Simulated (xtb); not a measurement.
IIn, charge -1, doublet, at a GFN2-xTB geometry (such geometries of metal compounds can be far from the true shape) (a state made from the parent by changing its charge; the spin is typed, not shown lowest), atoms displaced at random by about 0.02 Å a coordinate; GFN2-xTB run with xtb 6.7.1.

Input for xtb:
```
$ xtb mol.xyz --gfn 2 --chrg -1 --uhf 1 --opt tight --json

# file mol.xyz
2

In     0.00089724    -0.02182758    -1.54819441
I      0.00038641     0.02725264     1.43222545
```

Output, abridged:

```
   ID    Z sym.   atoms
    1   49 In     1
    2   53 I      2

           -------------------------------------------------
          |                Calculation Setup                |
           -------------------------------------------------

           -------------------------------------------------
          |                 G F N 2 - x T B                 |
           -------------------------------------------------

          ...................................................
          :                      SETUP                      :
          :.................................................:
          :  # basis functions                  20          :
          :  # atomic orbitals                  18          :
          :  # shells                            6          :
          :  # electrons                        11          :
          :  max. iterations                   250          :
          :  Hamiltonian                  GFN2-xTB          :
          :  restarted?                      false          :
          :  GBSA solvation                  false          :
          :  PC potential                    false          :
          :  electronic temp.          300.0000000     K    :
          :  accuracy                    1.0000000          :
          :  -> integral cutoff          0.2500000E+02      :
          :  -> integral neglect         0.1000000E-07      :
          :  -> SCF convergence          0.1000000E-05 Eh   :
          :  -> wf. convergence          0.1000000E-03 e    :
          :  Broyden damping             0.4000000          :
          :  net charge                         -1          :
          :  unpaired electrons                  1          :
          ...................................................

 iter      E             dE          RMSdq      gap      omega  full diag
   1     -5.0449376 -0.504494E+01  0.706E+01    0.00       0.0  T
   2     -5.2159537 -0.171016E+00  0.304E+01    0.00       1.0  T
   3     -5.2303713 -0.144176E-01  0.134E+01    0.00       1.0  T
   4     -5.2314475 -0.107620E-02  0.868E+00    0.00       1.0  T
   5     -5.2319631 -0.515623E-03  0.667E-01    0.00       1.0  T
   6     -5.2320158 -0.526779E-04  0.188E+00    0.00       1.0  T
   7     -5.2320230 -0.722090E-05  0.870E-01    0.00       1.0  T
   8     -5.2320293 -0.629299E-05  0.222E-01    0.00       1.0  T
   9     -5.2320304 -0.103100E-05  0.518E-02    0.00       1.4  T
  10     -5.2320304 -0.372506E-07  0.160E-02    0.00       4.4  T
  11     -5.2320304 -0.319855E-08  0.181E-03    0.00      39.0  T
  12     -5.2320304 -0.479448E-10  0.103E-04    0.00     683.7  T
  13     -5.2320304 -0.444089E-13  0.329E-05    0.00    2146.4  T

   *** convergence criteria satisfied after 13 iterations ***

         :::::::::::::::::::::::::::::::::::::::::::::::::::::
         ::                     SUMMARY                     ::
         :::::::::::::::::::::::::::::::::::::::::::::::::::::
         :: total energy              -5.231182994165 Eh    ::
         :: gradient norm              0.001183493275 Eh/a0 ::
         :: HOMO-LUMO gap              0.000000000000 eV    ::
         ::.................................................::
         :: SCC energy                -5.232030394758 Eh    ::
         :: -> isotropic ES            0.112808617685 Eh    ::
         :: -> anisotropic ES         -0.002450291713 Eh    ::
         :: -> anisotropic XC         -0.006218135387 Eh    ::
         :: -> dispersion             -0.001223865919 Eh    ::
         :: repulsion energy           0.000847400593 Eh    ::
         :: add. restraining           0.000000000000 Eh    ::
         :: total charge              -1.000000000000 e     ::
         :::::::::::::::::::::::::::::::::::::::::::::::::::::

      -----------------------------------------------------------
     |                   =====================                   |
     |                        A N C O P T                        |
     |                   =====================                   |
     |               Approximate Normal Coordinate               |
     |                Rational Function Optimizer                |
      -----------------------------------------------------------
      -----------------------------------------------------------
     |                   =====================                   |
     |                        A N C O P T                        |
     |                   =====================                   |
     |               Approximate Normal Coordinate               |
     |                Rational Function Optimizer                |
      -----------------------------------------------------------

          ...................................................
          :                      SETUP                      :
          :.................................................:
          :   optimization level             tight          :
          :   max. optcycles                   200          :
          :   ANC micro-cycles                  20          :
          :   degrees of freedom                 1          :
          :.................................................:
          :   RF solver                   davidson          :
          :   write xtbopt.log                true          :
          :   linear (good luck)              true          :
          :   energy convergence         0.1000000E-05 Eh   :
          :   grad. convergence          0.8000000E-03 Eh/α :
          :   maxmium RF displ.          1.0000000          :
          :   Hlow (freq-cutoff)         0.1000000E-01      :
          :   Hmax (freq-cutoff)         5.0000000          :
          :   S6 in model hess.         20.0000000          :
          ...................................................

generating ANC from exact Hessian ...
Using Lindh-Hessian (1995)
 Shifting diagonal of input Hessian by    0.0000000000000000
[...]
 * total energy  :    -5.2311830 Eh     change       -0.2753353E-13 Eh
 * total energy  :    -5.2307083 Eh     change        0.4747161E-03 Eh
 * total energy  :    -5.2311279 Eh     change       -0.4196537E-03 Eh
 * total energy  :    -5.2311900 Eh     change       -0.6202055E-04 Eh
 * total energy  :    -5.2311913 Eh     change       -0.1325443E-05 Eh
 * total energy  :    -5.2311920 Eh     change       -0.6826435E-06 Eh
   *** GEOMETRY OPTIMIZATION CONVERGED AFTER 6 ITERATIONS ***
[...]
          :  electronic temp.          300.0000000     K    :
          :  accuracy                    1.0000000          :
          :  -> integral cutoff          0.2500000E+02      :
          :  -> integral neglect         0.1000000E-07      :
          :  -> SCF convergence          0.1000000E-05 Eh   :
          :  -> wf. convergence          0.1000000E-03 e    :
          :  Broyden damping             0.4000000          :
          :  net charge                         -1          :
          :  unpaired electrons                  1          :
          ...................................................

 iter      E             dE          RMSdq      gap      omega  full diag
   1     -5.2319722 -0.523197E+01  0.368E-05    0.00       0.0  T
   2     -5.2319722 -0.444089E-14  0.261E-05    0.00    2704.2  T
   3     -5.2319722 -0.106581E-13  0.331E-06    0.00   21382.3  T

   *** convergence criteria satisfied after 3 iterations ***

         :::::::::::::::::::::::::::::::::::::::::::::::::::::
         ::                     SUMMARY                     ::
         :::::::::::::::::::::::::::::::::::::::::::::::::::::
         :: total energy              -5.231191960327 Eh    ::
         :: gradient norm              0.000003217422 Eh/a0 ::
         :: HOMO-LUMO gap              0.000000000000 eV    ::
         ::.................................................::
         :: SCC energy                -5.231972215906 Eh    ::
         :: -> isotropic ES            0.113160175281 Eh    ::
         :: -> anisotropic ES         -0.002389445741 Eh    ::
         :: -> anisotropic XC         -0.006095000028 Eh    ::
         :: -> dispersion             -0.001223855472 Eh    ::
         :: repulsion energy           0.000780255579 Eh    ::
         :: add. restraining           0.000000000000 Eh    ::
         :: total charge              -1.000000000000 e     ::
         :::::::::::::::::::::::::::::::::::::::::::::::::::::

           -------------------------------------------------
          |                Property Printout                |
           -------------------------------------------------

    * Orbital Energies and Occupations

         #    Occupation            Energy/Eh            Energy/eV
      -------------------------------------------------------------
         1        2.0000           -0.4925812             -13.4038
         2        2.0000           -0.2517280              -6.8499
         3        2.0000           -0.1951287              -5.3097
         4        2.0000           -0.1951287              -5.3097
         5        2.0000           -0.1891819              -5.1479
         6        0.5000           -0.0061598              -0.1676 (HOMO)
         7        0.5000           -0.0061598              -0.1676 (LUMO)
         8                          0.0664278               1.8076
         9                          0.1677073               4.5635
        10                          0.1677073               4.5635
        11                          0.2303995               6.2695
        12                          0.2303995               6.2695
        13                          0.2998167               8.1584
        14                          0.2998167               8.1584
        15                          0.3369917               9.1700
        16                          0.3519198               9.5762
        17                          0.3519198               9.5762
        18                          0.8559643              23.2920
      -------------------------------------------------------------
                  HL-Gap            0.0000000 Eh            0.0000 eV
             Fermi-level           -0.0519153 Eh           -1.4127 eV

     #   Z          covCN         q      C6AA      α(0)
     1  49 In       0.794    -0.439   595.632    64.050
     2  53 I        0.794    -0.561   415.421    35.186

 Mol. C6AA /au·bohr⁶  :       1943.407629
 Mol. C8AA /au·bohr⁸  :     234895.284252
 Mol. α(0) /au        :         99.236087

Wiberg/Mayer (AO) data.
largest (>0.10) Wiberg bond orders for each atom

 ---------------------------------------------------------------------------
     #   Z sym  total        # sym  WBO       # sym  WBO       # sym  WBO
 ---------------------------------------------------------------------------
     1  49 In   0.761 --     2 I    0.761
     2  53 I    0.761 --     1 In   0.761
 ---------------------------------------------------------------------------

Topologies differ in total number of bonds
Writing topology from bond orders to xtbtopo.mol

molecular dipole:
                 x           y           z       tot (Debye)
 q only:       -0.001      -0.011      -0.234
   full:       -0.001      -0.028      -1.274       3.238
molecular quadrupole (traceless):
                xx          xy          yy          xz          yz          zz
 q only:        3.965       0.000       3.962       0.002      -0.198      -7.927
  q+dip:        6.663       0.000       6.657       0.001      -0.342     -13.320
   full:        6.848       0.000       6.842       0.001      -0.351     -13.689

           -------------------------------------------------
          |                Geometry Summary                 |
           -------------------------------------------------

      molecular mass/u    :      241.7225585
   center of mass at/Å    :        0.0006290       0.0039443       0.0168138
  moments of inertia/u·Å² :       -0.1746435E-16   0.5397252E+03   0.5397252E+03
rotational constants/cm⁻¹ :       -0.9652596E+18   0.3123373E-01   0.3123373E-01

optimized geometry written to: xtbopt.xyz

           -------------------------------------------------
          | TOTAL ENERGY               -5.231191960327 Eh   |
          | GRADIENT NORM               0.000003217422 Eh/α |
          | HOMO-LUMO GAP               0.000000000000 eV   |
           -------------------------------------------------

normal termination of xtb
```
